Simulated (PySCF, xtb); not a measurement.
Sn(F)(SH) (FHSSn), SMILES [SH][Sn][F] (connectivity only; charge and spin as stated), neutral, multiplicity 1. The values are those of a single conformer.

Harmonic wavenumbers (cm⁻¹) from GFN2-xTB in xtb 6.7.1 at its own minimum, in rising order: 119, 201, 334, 399, 481, 2354.

Q: What does PBE-D3(BJ)/def2-TZVP in PySCF give at its own minimum? (Estimate from the structure and the level; the computed values follow.)

A: 136, 308, 324, 552, 616, 2605. Paired by order, the mean absolute difference is 112 cm⁻¹ and the zero-point energies are 5.6 and 6.5 kcal/mol.
